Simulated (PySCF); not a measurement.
# One molecule, several mistakes: Al2BClH3 cation

These are calculations, not measurements. The program is PySCF 2.14.0, an open-source quantum chemistry code, run on an isolated molecule that a program drew, which may never have been made. The molecule is Al2BClH3 cation (charge +1, singlet), drawn as the SMILES string `[AlH+][B]([AlH2])Cl`.

Each row is a Hartree-Fock (HF) and frozen-core CCSD(T) single point in the cc-pV(D+d)Z basis, meant for a local HF minimum. Run 1 is clean. Each other run has one planted mistake out of seven kinds, and not every kind appears here: one electron removed, one electron added, multiplicity raised by two, geometry at a saddle point, minimal basis STO-3G, one bond length entered in bohr, all coordinates scaled. The reference is restricted for singlets and unrestricted otherwise, and also for a bond in bohr. Adding or removing an electron swaps singlet and doublet. Electrons count all cores. HOMO and LUMO are orbital energies over both spins, the gradient is its largest component, and the lowest frequency (negative if imaginary) is given only where the gradient is small. Bond lengths are over the 6 bonds as drawn. T1 is the CCSD diagnostic: over 0.02 (restricted) or 0.045 (unrestricted) a single reference is doubtful.

Geometry of the clean run:
```xyz
7
Al2BClH3 cation, angstrom
Al    0.0996   -2.7691   -0.6877
B     0.3524   -0.7092    0.0643
Al   -1.0061    0.6002    1.1795
Cl    1.9649   -0.1768   -0.3882
H    -0.0274   -4.2203   -1.2384
H    -1.9372    1.5158    0.3122
H    -0.9571    0.4635    2.7405
```

| run | electrons | basis functions | <S^2> | HOMO (eV) | LUMO (eV) | gradient (hartree/bohr) | lowest frequency (cm^-1) | mean bond (Å) | longest bond (Å) | T1 | HF (hartree) | CCSD(T) (hartree) | mistake |
|---|---|---|---|---|---|---|---|---|---|---|---|---|---|
| 1 | 50 | 98 | 0.000 | -13.93 | -5.08 | 4.2e-05 | 50 | 1.8082 | 2.207 | 0.0183 | -969.50213 | -969.88621 | no fault |
| 2 | 49 | 98 | 0.779 | -20.21 | -11.91 | 6.8e-02 | - | 1.8082 | 2.207 | 0.0270 | -969.02776 | -969.39760 | one electron removed |
| 3 | 50 | 35 | 0.000 | -11.99 | -0.19 | 4.3e-02 | - | 1.8082 | 2.207 | 0.0163 | -958.56031 | -958.70034 | minimal basis STO-3G |
| 4 | 50 | 98 | 0.000 | -13.89 | -4.99 | 4.8e-02 | - | 1.9511 | 2.382 | 0.0202 | -969.47481 | -969.86198 | ? |
| 5 | 51 | 98 | 0.784 | -6.22 | 0.41 | 3.0e-02 | - | 1.8082 | 2.207 | 0.0267 | -969.70907 | -970.10982 | ? |

**Which mistake was planted in run 4, and what did it cost?**

The mean and the longest bond both change by the same factor, 1.079, and the gradient is no longer small. So the mistake is: all coordinates scaled. Subtracting run 1 and multiplying by 627.51 kcal/mol a hartree, the energy moved by 17.1 kcal/mol in HF and 15.2 kcal/mol in CCSD(T).

**Which mistake was planted in run 5, and what did it cost?**

It counts 51 electrons, one more than the clean run, at the same geometry and basis. So the mistake is: one electron added. Subtracting run 1 and multiplying by 627.51 kcal/mol a hartree, the energy moved by -129.9 kcal/mol in HF and -140.3 kcal/mol in CCSD(T).

Cautions from the logs. Run 4: T1 is over the limit, so its CCSD(T) energy is less reliable.
